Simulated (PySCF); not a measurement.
## Zinc: highly charged ions in a basis for the neutral atom

Zn²⁴⁺ [He] 2s2 2p2, Zn²⁵⁺ [He] 2s2 2p1. Computed with PySCF 2.14 in 6-31G* (5s4p2d1f, 34 functions), with no relativity, point nucleus. No spin-orbit coupling, so a gap to NIST mixes the basis error with missing relativistic terms.

Changed run: basis of the neutral atom used for a highly charged ion. This setting is unsound on purpose.

| species | method | sound run (hartree) | changed run (hartree) | converged |
| --- | --- | --- | --- | --- |
| Zn²⁴⁺ | UHF | not run | -1254.10122 | yes |
| Zn²⁴⁺ | M06-L | not run | -1254.34609 | yes |
| Zn²⁴⁺ | MN15 | not run | -1254.19019 | yes |
| Zn²⁵⁺ | UHF | not run | -1168.04282 | yes |
| Zn²⁵⁺ | M06-L | not run | -1168.23871 | yes |
| Zn²⁵⁺ | MN15 | not run | -1168.09709 | yes |

Ionisation energy of Zn²⁴⁺:

```tsv
method	changed run (eV)	NIST (eV)
UHF	2341.8	2358 ± 1.6
M06-L	2343.1	2358 ± 1.6
MN15	2342.7	2358 ± 1.6
```

The contracted functions were made for the neutral atom and can be too rigid for a highly charged ion.
